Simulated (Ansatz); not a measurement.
`[SeH][SnH2][SeH]` + `[SiH3]S` → `S[SiH2][SeH]` + `[SeH][SnH3]`  (formal exchange of groups at the Se–Sn bond)

Gas-phase electronic energies from Ansatz, PBE0-D4/def2-TZVP geometries. CBS: MP2 limit from def2 TZ/QZ plus the TZ coupled-cluster correction, frozen cores. Functionals use def2-TZVPP. Elements past krypton have def2 core potentials. For Se, Sn outer-core shells are correlated without core-valence functions, which leaves a few kJ/mol of doubt a bond. Scalar relativity is left out up to krypton. One conformer a species, not always the lowest.

```
       level  ΔE (kJ/mol)
  r2SCAN0-D4         15.9
CAM-B3LYP-D4         17.4
```

What does CCSD(T)/CBS give? (An estimate is asked.)

Computed: +21.5 kJ/mol. The listed levels differ from it by -5.6, -4.1 kJ/mol.

Largest T1 diagnostic among the species: 0.011.

In def2-TZVPP, CCSD(T) changes the Hartree–Fock value by −7.4 kJ/mol (the triples alone add −0.3 kJ/mol) and MP2 by −5.8 kJ/mol. Leaving LDA and LC-ωPBE aside and taking each functional with its dispersion term where it has one, the values, not all of them listed here, spread over 12.1 kJ/mol, from B97M-V to BLYP-D4. LDA lies −6.7 kJ/mol from PBE without D4.
